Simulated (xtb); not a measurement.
hydrogen fluoride, charge -1, doublet, from a rough starting geometry (a state made from the parent by changing its charge; the spin is typed, not shown lowest); GFN2-xTB (xtb).

xtb was given this input:
```
$ xtb mol.xyz --gfn 2 --chrg -1 --uhf 1 --opt vtight --json

# file mol.xyz
2

F      0.48848476    -0.01862280    -0.02166762
H     -0.45697453     0.00011413    -0.00521818
```

Task: Write the output that xtb gives for this input, abridged.

Result: 
```
   ID    Z sym.   atoms
    1    9 F      1
    2    1 H      2

           -------------------------------------------------
          |                Calculation Setup                |
           -------------------------------------------------

           -------------------------------------------------
          |                 G F N 2 - x T B                 |
           -------------------------------------------------

          ...................................................
          :                      SETUP                      :
          :.................................................:
          :  # basis functions                   5          :
          :  # atomic orbitals                   5          :
          :  # shells                            3          :
          :  # electrons                         9          :
          :  max. iterations                   250          :
          :  Hamiltonian                  GFN2-xTB          :
          :  restarted?                      false          :
          :  GBSA solvation                  false          :
          :  PC potential                    false          :
          :  electronic temp.          300.0000000     K    :
          :  accuracy                    1.0000000          :
          :  -> integral cutoff          0.2500000E+02      :
          :  -> integral neglect         0.1000000E-07      :
          :  -> SCF convergence          0.1000000E-05 Eh   :
          :  -> wf. convergence          0.1000000E-03 e    :
          :  Broyden damping             0.4000000          :
          :  net charge                         -1          :
          :  unpaired electrons                  1          :
          ...................................................

 iter      E             dE          RMSdq      gap      omega  full diag
   1     -4.9470653 -0.494707E+01  0.669E+00    0.00       0.0  T
   2     -4.9482341 -0.116886E-02  0.390E+00    0.00       1.0  T
   3     -4.9486964 -0.462314E-03  0.263E-01    0.00       1.0  T
   4     -4.9486979 -0.143929E-05  0.769E-02    0.00       1.0  T
   5     -4.9486979 -0.563409E-07  0.841E-03    0.00       8.4  T
   6     -4.9486979 -0.512745E-10  0.218E-03    0.00      32.4  T
   7     -4.9486979 -0.445608E-10  0.495E-06    0.00   14286.8  T
   8     -4.9486979 -0.444089E-14  0.157E-06    0.00   45016.1  T

   *** convergence criteria satisfied after 8 iterations ***

         :::::::::::::::::::::::::::::::::::::::::::::::::::::
         ::                     SUMMARY                     ::
         :::::::::::::::::::::::::::::::::::::::::::::::::::::
         :: total energy              -4.931509712990 Eh    ::
         :: gradient norm              1.414239807040 Eh/a0 ::
         :: HOMO-LUMO gap              0.000000000000 eV    ::
         ::.................................................::
         :: SCC energy                -4.948697925040 Eh    ::
         :: -> isotropic ES            0.234793888008 Eh    ::
         :: -> anisotropic ES         -0.014070102387 Eh    ::
         :: -> anisotropic XC         -0.005758958254 Eh    ::
         :: -> dispersion             -0.000360862406 Eh    ::
         :: repulsion energy           0.017188212049 Eh    ::
         :: add. restraining           0.000000000000 Eh    ::
         :: total charge              -1.000000000000 e     ::
         :::::::::::::::::::::::::::::::::::::::::::::::::::::

      -----------------------------------------------------------
     |                   =====================                   |
     |                        A N C O P T                        |
     |                   =====================                   |
     |               Approximate Normal Coordinate               |
     |                Rational Function Optimizer                |
      -----------------------------------------------------------
[...]
 * total energy  :    -4.9315097 Eh     change        0.8881784E-15 Eh
 * total energy  :    -5.2981680 Eh     change       -0.3666583E+00 Eh
 * total energy  :    -5.3096401 Eh     change       -0.1147214E-01 Eh
 * total energy  :    -5.3280506 Eh     change       -0.1841047E-01 Eh
 * total energy  :    -5.3340181 Eh     change       -0.5967517E-02 Eh
 * total energy  :    -5.3370489 Eh     change       -0.3030746E-02 Eh
 * total energy  :    -5.3383326 Eh     change       -0.1283753E-02 Eh
 * total energy  :    -5.3389283 Eh     change       -0.5956476E-03 Eh
 * total energy  :    -5.3392402 Eh     change       -0.3119376E-03 Eh
 * total energy  :    -5.3395982 Eh     change       -0.3580487E-03 Eh
 * total energy  :    -5.3399592 Eh     change       -0.3609886E-03 Eh
 * total energy  :    -5.3404817 Eh     change       -0.5224835E-03 Eh
 * total energy  :    -5.3415614 Eh     change       -0.1079668E-02 Eh
[...]
          :  # electrons                         9          :
          :  max. iterations                   250          :
          :  Hamiltonian                  GFN2-xTB          :
          :  restarted?                      false          :
          :  GBSA solvation                  false          :
          :  PC potential                    false          :
          :  electronic temp.          300.0000000     K    :
          :  accuracy                    1.0000000          :
          :  -> integral cutoff          0.2500000E+02      :
          :  -> integral neglect         0.1000000E-07      :
          :  -> SCF convergence          0.1000000E-05 Eh   :
          :  -> wf. convergence          0.1000000E-03 e    :
          :  Broyden damping             0.4000000          :
          :  net charge                         -1          :
          :  unpaired electrons                  1          :
          ...................................................

 iter      E             dE          RMSdq      gap      omega  full diag
   1     -4.9478572 -0.494786E+01  0.518E+00    0.00       0.0  T
   2     -4.9483973 -0.540092E-03  0.308E+00    0.00       1.0  T
   3     -4.9486973 -0.300063E-03  0.195E-01    0.00       1.0  T
   4     -4.9486979 -0.608504E-06  0.189E-02    0.00       3.7  T
   5     -4.9486979 -0.138823E-08  0.461E-03    0.00      15.3  T
   6     -4.9486979 -0.732153E-09  0.225E-05    0.00    3144.7  T
   7     -4.9486979 -0.444089E-14  0.252E-06    0.00   28091.8  T

   *** convergence criteria satisfied after 7 iterations ***

         #    Occupation            Energy/Eh            Energy/eV
      -------------------------------------------------------------
         1        2.0000           -0.4008944             -10.9089
         2        2.0000           -0.1476992              -4.0191
         3        2.0000           -0.0970340              -2.6404
         4        2.0000           -0.0970340              -2.6404
         5        1.0000            0.4833738              13.1533 (HOMO)
      -------------------------------------------------------------
                  HL-Gap           -0.4833738 Eh          -13.1533 eV
             Fermi-level            0.0965850 Eh            2.6282 eV

         :::::::::::::::::::::::::::::::::::::::::::::::::::::
         ::                     SUMMARY                     ::
         :::::::::::::::::::::::::::::::::::::::::::::::::::::
         :: total energy              -4.931509712990 Eh    ::
         :: gradient norm              1.414239797003 Eh/a0 ::
         :: HOMO-LUMO gap              0.000000000000 eV    ::
         ::.................................................::
ERROR STOP

Error termination. Backtrace:
         :: SCC energy                -4.948697925040 Eh    ::
         :: -> isotropic ES            0.234793883997 Eh    ::
         :: -> anisotropic ES         -0.014070102642 Eh    ::
         :: -> anisotropic XC         -0.005758959217 Eh    ::
         :: -> dispersion             -0.000360862449 Eh    ::
         :: repulsion energy           0.017188212049 Eh    ::
         :: add. restraining           0.000000000000 Eh    ::
         :: total charge              -1.000000000000 e     ::
         :::::::::::::::::::::::::::::::::::::::::::::::::::::

last geometry written to: xtblast.xyz

########################################################################
[ERROR] Program stopped due to fatal error
-7- Geometry optimization failed
-6- xtb_geoopt: Trying to recover from failed geometry optimization
-5- xtb_geoopt: Geometry optimization did not converge
-4- optimizer_ancopt: Could not relax/optimize structure
-3- optimizer_relax: SCF not converged, aborting...
-2- xtb_calculator_singlepoint: Electronic structure method terminated
-1- scf: Self consistent charge iterator did not converge
########################################################################

abnormal termination of xtb
```

The run did not converge; its last values are not results.
